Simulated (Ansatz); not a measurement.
Isolated molecules relaxed with PBE0-D4/def2-TZVP in Ansatz; ΔE leaves out vibrations. CBS: MP2 limit from def2 TZ/QZ plus the TZ coupled-cluster correction, frozen cores. This one scheme is used for every species. Functionals use def2-TZVPP. One conformer a species, not always the lowest.

Consider the cleavage of the Si–Si bond: `O[SiH2][SiH2][SiH2]Cl` + H–F → `O[SiH2][SiH2]F` + `[SiH3]Cl`.

Is it downhill or uphill in electronic energy at CCSD(T)/CBS, and by how much? (An estimate is asked.)

Computed: Downhill: ΔE = -1.14 eV.

What do these levels give: PBE-D4, PBE0-D4, ωB97X-V, B2PLYP, PBE, HF/def2-TZVPP, SCS-MP2/def2-TZVPP, CCSD/def2-TZVPP, HF/def2-QZVPP, MP2/def2-QZVPP, SCS-MP2/def2-QZVPP, HF/CBS(def2)? (Estimate.)

Ansatz gave: PBE-D4 -0.91, PBE0-D4 -0.97, ωB97X-V -1.21, B2PLYP -1.29, PBE -0.98, HF/def2-TZVPP -1.58, SCS-MP2/def2-TZVPP -1.30, CCSD/def2-TZVPP -1.22, HF/def2-QZVPP -1.60, MP2/def2-QZVPP -1.20, SCS-MP2/def2-QZVPP -1.30, HF/CBS(def2) -1.61 eV.

Largest T1 diagnostic among the species: 0.012.

The D4 term adds +0.12 eV with B3LYP and +0.07 eV with PBE0; it sums over pairs of atoms, weighted by their polarisabilities, and B3LYP, whose exchange is more repulsive, gets the larger term. In def2-TZVPP, CCSD(T) changes the Hartree–Fock value by +0.42 eV (the triples alone add +0.06 eV) and MP2 by +0.38 eV. From PBE to PBE0 (25 % exact exchange), in def2-TZVPP and without D4, ΔE moves by −0.06 eV.

B3LYP here is the variant with VWN-RPA as its local correlation; programs differ in this.
